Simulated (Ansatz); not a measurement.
Geometry optimisation, RKS LDA/STO-3G in Ansatz.

Input file:

```yaml
crystal:
  periodic: [false, false, false]
  atoms:
    - { symbol: B, position_ang: [-0.62122, 1.13069, -0.25111] }
    - { symbol: C, position_ang: [-0.03096, -0.07545, 0.57375] }
    - { symbol: C, position_ang: [0.92884, 0.38794, 1.62031] }
    - { symbol: O, position_ang: [0.74318, 0.32422, 2.80372] }
    - { symbol: H, position_ang: [-0.67687, 2.18998, 0.23427] }
    - { symbol: H, position_ang: [-1.02542, 0.95286, -1.33253] }
    - { symbol: H, position_ang: [-0.79207, -0.71051, 1.02721] }
    - { symbol: H, position_ang: [0.53206, -0.67277, -0.14972] }
    - { symbol: H, position_ang: [1.85325, 0.84229, 1.21123] }
basis:
  gaussian: { orbitals: STO-3G }
hamiltonian:
  xc: lda
relax:
  f_tol: 0.015
  max_steps: 40
output:
  orbitals: {}
```

Run as:

```bash
$ ansatz run input.yaml --threads 1 --pin off --max-ram 2048MiB --backend cpu --events-out ev --progress --plain --runs-dir out
```

Q: Where does it end, and by what steps?

A: The run converged. Limits of this set-up: minimal basis. After 24 steps the energy has fallen by 0.424 eV; H6 moved furthest, 1.28 Å.

| step | energy less start (eV) | largest force component (eV/Å) | accepted |
| --- | --- | --- | --- |
| 0 | 0.0000 | 5.372 | yes |
| 1 | -0.2292 | 0.776 | yes |
| 2 | -0.2337 | 1.224 | yes |
| 3 | -0.2517 | 0.584 | yes |
| 4 | -0.2401 | 0.880 | no |
| 5 | -0.2930 | 0.259 | yes |
| 6 | -0.3072 | 0.155 | yes |
| 7 | -0.3250 | 0.152 | yes |
| 8 | -0.3261 | 0.763 | yes |
| 9 | -0.3592 | 0.249 | yes |
| 10 | -0.3817 | 0.164 | yes |
| 11 | -0.3768 | 0.659 | no |
| 12 | -0.3920 | 0.172 | yes |
| 13 | -0.3994 | 0.171 | yes |
| 14 | -0.4022 | 0.442 | yes |
| 15 | -0.4004 | 0.548 | no |
| 16 | -0.4139 | 0.129 | yes |
| 17 | -0.4193 | 0.085 | yes |
| 18 | -0.4211 | 0.119 | yes |
| 19 | -0.4225 | 0.106 | yes |
| 20 | -0.4227 | 0.101 | yes |
| 21 | -0.4234 | 0.077 | yes |
| 22 | -0.4237 | 0.028 | yes |
| 23 | -0.4238 | 0.017 | yes |
| 24 | -0.4239 | 0.005 | yes |

```xyz
9
Properties=species:S:1:pos:R:3
B -0.673 1.108 -0.209
C -0.162 -0.078 0.645
C 1.068 0.409 1.486
O 1.060 0.532 2.729
H -1.746 1.563 -0.043
H 0.042 1.586 -1.014
H -0.908 -0.524 1.322
H 0.260 -0.857 -0.022
H 1.969 0.632 0.844
```

Whether the end is a true minimum wasn't checked by a vibrational analysis.

The run took 23 s on 1 thread of Arm Neoverse V2, on a shared host, peak memory 0.11 GiB.
